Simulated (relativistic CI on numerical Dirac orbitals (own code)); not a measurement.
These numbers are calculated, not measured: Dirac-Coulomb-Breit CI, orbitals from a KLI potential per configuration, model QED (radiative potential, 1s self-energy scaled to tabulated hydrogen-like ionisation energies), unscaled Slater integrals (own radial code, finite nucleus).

Configuration list (outside the closed core [Ne]): 3s²3p⁶3d⁵, 3s²3p⁵3d⁶, 3s²3p⁴3d⁷, 3s3p⁶3d⁶, 3p⁶3d⁷, 3s3p⁵3d⁷, 3s²3p⁶3d⁴4s, 3s²3p⁶3d⁴4p, 3s²3p⁴3d⁶4s, 3s²3p⁶3d⁴4d, 3s²3p⁴3d⁶4p, 3s²3p⁵3d⁵4s, 3s²3p⁶3d⁴4f, 3s3p⁵3d⁶4s, 3s²3p⁵3d⁵4p, 3s3p⁵3d⁶4p, 3p⁶3d⁶4s, 3s²3p⁶3d³4s², 3p⁶3d⁶4p, 3s²3p⁶3d³4s4p, 3s²3p⁶3d⁴5s, 3p⁶3d⁵4s². Levels of other configurations are missing.

At this charge energies of transitions that change n are usually good to better than 1 %, and those within a shell (Δn = 0) to a few per cent.

Outline of the computed level scheme of Ir LV. Lowest level of each configuration: 3s²3p⁶3d⁵ ²D5/2 at 0.000 eV; 3s²3p⁵3d⁶ ⁴G°11/2 at 406.807 eV.

Some strong electric-dipole decays among the lowest 45 levels: 3s²3p⁵3d⁶ ²D°5/2 → 3s²3p⁶3d⁵ ²D5/2 (2.1e+12 s⁻¹); 3s²3p⁵3d⁶ ⁴D°7/2 → 3s²3p⁶3d⁵ ²D5/2 (6.9e+11 s⁻¹); 3s²3p⁵3d⁶ ⁴D°7/2 → 3s²3p⁶3d⁵ ²D5/2 (1.5e+11 s⁻¹); 3s²3p⁵3d⁶ ²P°1/2 → 3s²3p⁶3d⁵ ⁴D3/2 (1.4e+10 s⁻¹); 3s²3p⁵3d⁶ ⁴G°11/2 → 3s²3p⁶3d⁵ ²H11/2 (1.1e+10 s⁻¹); 3s²3p⁵3d⁶ ⁴D°7/2 → 3s²3p⁶3d⁵ ²G9/2 (1.0e+10 s⁻¹); 3s²3p⁵3d⁶ ⁴F°9/2 → 3s²3p⁶3d⁵ ⁴G7/2 (1.0e+10 s⁻¹); 3s²3p⁵3d⁶ ⁴G°11/2 → 3s²3p⁶3d⁵ ²G9/2 (9.1e+09 s⁻¹).

LS names give the leading component of a level, which can be under half, so a name can repeat, a term be missing and a line seem to break the LS rules.
